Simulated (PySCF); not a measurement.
**Co²⁶⁺ (cobalt, charge +26) across methods**

1s1, 2S determinant. All numbers are calculated (PySCF 2.14, the non-relativistic Hamiltonian (point nucleus), in an even-tempered Gaussian basis (13 s from 28 bohr⁻², ratio 2.5; 6 p from 43 bohr⁻², ratio 2.7; 3 d from 130 bohr⁻², ratio 2.7; 3 f from 190 bohr⁻², ratio 2.7)).

```tsv
method	E (hartree)	mean ε 1s α (eV)	Σ⟨r²⟩ (bohr²)	⟨S²⟩
B3LYP	-364.367	-9780.4	0.004124	0.750
revPBE	-364.452	-9748.0	0.004126	0.750
UHF	-364.49900	-9918.5	0.004116	0.750
LDA	-363.364	-9724.2	0.004137	0.750
r2SCAN	-364.499	-9766.6	0.004120	0.750
PBE0	-364.373	-9789.3	0.004124	0.750
```

Problem. Estimate the same row for PBE.

Solution. E (hartree) = -364.329; mean ε 1s α (eV) = -9746.2; Σ⟨r²⟩ (bohr²) = 0.004127; ⟨S²⟩ = 0.750.

For one electron the Hartree and exchange-correlation energies should cancel; what remains is the self-interaction error.
